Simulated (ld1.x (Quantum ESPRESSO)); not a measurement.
# S, RRKJ: configuration errors across variants

```
Element                 : sulfur
Generator               : ld1.x (Quantum ESPRESSO) 7.5
Type                    : norm-conserving RRKJ (Kleinman–Bylander form)
Functional              : BLYP
Relativity              : fully relativistic
Frozen core             : [He]
Valence charge          : 14
Reference configuration : 2s2 2p6 3s2 3p2.5 (charge +1.5)
Partial waves           : 2s (bound): rc 0.70 bohr; 2p (bound): rc 0.40 bohr
Local potential         : the p channel
Core correction         : none
```

Open shells are filled in proportion to 2j + 1 (rel_dist='average').

Occupied shells without a wave of their own: 3p, 3s. They enter only through the test configuration that unscreens the potential.

All-electron excitation energies from the reference (eV): (1) 2s2 2p6 3s2 3p4 -21.287; (2) 2s2 2p6 3s2 3p3 -9.668; (3) 2s2 2p6 3s2 3p2 12.469; (4) 2s2 2p6 3s0 3p6 -0.528; (5) 2s1 2p6 3s2 3p4 205.926; (6) 2s2 2p6 3s1 3p5 -10.972; (7) 2s2 2p6 3s1 3p4 1.206.

For the base: The 3p, 3s levels have no wave, so the channel is fitted at the deeper level alone: the likely source of the large errors.

The file “base” misses its own reference levels by 0.8 eV. The file “all radii scaled by about 0.76 (s 0.54, p 0.30 bohr)” misses its own reference levels by 0.8 eV. The file “all radii scaled by about 0.85 (s 0.60, p 0.34 bohr)” misses its own reference levels by 0.8 eV. The file “all radii scaled by about 1.05 (s 0.74, p 0.42 bohr)” misses its own reference levels by 0.8 eV. The file “all radii scaled by about 1.11 (s 0.78, p 0.44 bohr)” misses its own reference levels by 0.8 eV. The file “all radii scaled by about 1.40 (s 0.98, p 0.56 bohr)” misses its own reference levels by 0.8 eV.

Errors AE − PS in meV (a dash: test not solved or not reliable):

| change | (1) | (2) | (3) | (4) | (5) | (6) | (7) | bound ghosts |
| --- | --- | --- | --- | --- | --- | --- | --- | --- |
| base | -42 | -17 | +21 | -778 | -139 | -400 | -408 | not determined |
| all radii scaled by about 0.76 (s 0.54, p 0.30 bohr) | -17 | -6.8 | +8.2 | -270 | +25 | -140 | -142 | not determined |
| all radii scaled by about 0.85 (s 0.60, p 0.34 bohr) | -23 | -9.4 | +11 | -386 | -11 | -200 | -203 | not determined |
| all radii scaled by about 1.05 (s 0.74, p 0.42 bohr) | -53 | -21 | +26 | -929 | -201 | -479 | -486 | not determined |
| all radii scaled by about 1.11 (s 0.78, p 0.44 bohr) | -67 | -27 | +33 | -1089 | -274 | -563 | -569 | not determined |
| all radii scaled by about 1.40 (s 0.98, p 0.56 bohr) | -231 | -97 | +119 | -1445 | -807 | -818 | -740 | none |

Q: Give the same row for: all radii scaled by about 1.22 (s 0.86, p 0.48 bohr).

A: -110, -45, +55, -1376, -456, -724, -716; bound ghosts: not determined.
